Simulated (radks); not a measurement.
Results of a calculation; reference values are marked as such.
Tm2+, 67 electrons, occupied as [Kr] 4d10 4f13 5s2 5p5.5 5f0.5 (fractional occupations, a model configuration). Code: a radial shooting solver on a logarithmic mesh with Libxc functionals. Model: Dirac Kohn-Sham, PW91, spin-unpolarised, spherical densities, finite nucleus; open shells fill j = l - 1/2 first; Fermi nuclear charge, rms radius 5.2256 fm.

Spin-orbit splittings of the eigenvalues, e(l+1/2) - e(l-1/2), with zeta = 2 splitting/(2l+1) and mean radii in bohr:

shell,occ.,splitting (eV),zeta (eV),<r> j=l-1/2,<r> j=l+1/2
2p,6,980.5,653.7,0.07007,0.07746
3p,6,207.0,138.0,0.2103,0.2241
3d,10,45.25,18.10,0.1973,0.2016
4p,6,46.71,31.14,0.5063,0.5383
4d,10,8.490,3.396,0.5655,0.5769
4f,13,1.206,0.3447,0.7798,0.7974
5p,5.5,5.907,3.938,1.373,1.478
5f,0.5,0.007762,0.002218,6.400,6.415
